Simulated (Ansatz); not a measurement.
Species: GaF2, charge 1, multiplicity 1. 
Structure (B3LYP-D3(BJ)/def2-TZVP (Ansatz, a program for electronic structure) minimum search):
```xyz
3

Ga     0.0000     0.0000     0.0000
F      0.0000     0.0000    -1.6703
F      0.0000     0.0000     1.6703
```
Charge +1, spin multiplicity 1.

Problem. Give the harmonic wavenumbers at B3LYP-D3(BJ)/def2-TZVP (Ansatz, finite differences of forces, unscaled).

Solution. 170, 170, 718, 909 cm⁻¹. Zero-point energy 2.8 kcal/mol.

Problem. From these and the geometry, give the ideal-gas thermochemistry at 298.15 K and 1 atm (rigid rotor, harmonic oscillator).

Solution. Point group D∞h, rotational symmetry number 2. Rotational constants 4.767, 4.767 GHz. S(trans) 39.94, S(rot) 14.86, S(vib) 5.30, S(elec, spin only) 0.00, S 60.1 cal/(mol K). H(298) - H(0) 2.94 kcal/mol; G - E(el) -12.2 kcal/mol.
